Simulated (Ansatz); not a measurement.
```yaml
crystal:
  periodic: [false, false, false]
  atoms:
    - {symbol: F, position_ang: [0.018769, 0.817258, 1.701293]}
    - {symbol: B, position_ang: [-0.331009, -0.076595, 0.792319]}
    - {symbol: B, position_ang: [0.317237, 0.023839, -0.796503]}
    - {symbol: F, position_ang: [1.427807, -0.605268, -1.136890]}
    - {symbol: F, position_ang: [-0.288001, 0.702861, -1.754418]}
    - {symbol: H, position_ang: [-1.102804, -0.926294, 1.147998]}
basis:
  gaussian: {orbitals: STO-3G}
hamiltonian: {xc: {name: BLYP}, dispersion: d3bjatm}
scf: {lower_state_search: off}
output: {forces: true}
```

```sh
$ ansatz run in.yaml --threads 2 --pin off --events-out ev --progress --plain --max-ram 4352MiB
```

Shortened log:

```
Functional definition: BLYP
364 factors; integrals over basis functions are off by at most 1.2e-4 eV
mean field evaluation 1: about -9384.8599 eV, gradient 9.9e0 eV
mean field evaluation 2: about -9384.7469 eV, gradient 1.2e1 eV
mean field evaluation 4: about -9385.1969 eV, gradient 9.4e-1 eV
mean field evaluation 8: about -9385.1179 eV, gradient 9.8e-3 eV
mean field -9385.11787655 eV, -344.8967205018 hartree, gradient 5.9e-6 eV, S^2 0.000000; 0 other end points of the search recorded, 0 dependent functions left out
reference -9385.11804676 eV, -344.8967267570 hartree; 19, 19 occupied and 7, 7 virtual orbitals, 364 factors
Total energy: -9385.26767473 eV, -344.9022254834 hartree
Atom 0 at     0.018769     0.817258     1.701293 Å, force     0.052278     0.312367     0.512297 eV/Å
Atom 1 at    -0.331009    -0.076595     0.792319 Å, force    -0.061560    -0.248372    -0.352406 eV/Å
Atom 2 at     0.317237     0.023839    -0.796503 Å, force    -0.646404    -0.252315     1.265877 eV/Å
Atom 3 at     1.427807    -0.605268    -1.136890 Å, force     1.206212    -0.653314    -0.340330 eV/Å
Atom 4 at    -0.288001     0.702861    -1.754418 Å, force    -0.643428     0.756728    -1.006083 eV/Å
Atom 5 at    -1.102804    -0.926294     1.147998 Å, force     0.092902     0.084906    -0.079355 eV/Å
Dipole moment:     0.065999     0.083230    -0.008155 e Å
Checks for a lower state left out: stability, starts, cluster_reference, orbital_swaps, neighbouring_geometries, increment
```

Run time 0.4 s (2 threads of an Arm Neoverse V1 on a shared host); peak host memory 0.33 GiB.
